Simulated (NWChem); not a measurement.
C3H9Bi; SMILES [CH3][Bi]([CH3])[CH3]

Not confirmed as a minimum by frequencies. def2 effective core potentials on Bi; no spin-orbit coupling.

Task: Give the equilibrium geometry at PBE0/def2-SVP with def2 effective core potentials on Bi (NWChem) as an XYZ file, with the point group.

Result: point group C3v; any orientation.
```
13

Bi     0.0000     0.0000     0.2938
C     -1.8741    -0.3691    -0.9439
H     -2.2824    -1.3608    -0.7022
H     -1.6244    -0.3231    -2.0130
H     -2.6256     0.3975    -0.7065
C      0.6174     1.8075    -0.9439
H      0.5324     1.5683    -2.0130
H      1.6570     2.0751    -0.7065
H     -0.0373     2.6570    -0.7022
C      1.2567    -1.4385    -0.9439
H      1.0920    -1.2452    -2.0130
H      0.9686    -2.4726    -0.7065
H      2.3197    -1.2962    -0.7022
```
